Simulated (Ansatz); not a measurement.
`[OH][InH][B](Cl)Cl`, charge 0, multiplicity 1.

Give a relaxed structure at PBE0-D4/def2-TZVP (Ansatz). (Best estimate.)

Computed: 
Z-matrix (Å, degrees):
```
In
B 1 2.260
O 1 1.995 2 115.5
H 1 1.709 2 134.8 3 -180.0
Cl 2 1.746 1 121.1 3 91.1
Cl 2 1.746 1 121.1 3 -88.1
H 3 0.959 1 113.8 2 0.1
```
Point group Cs.
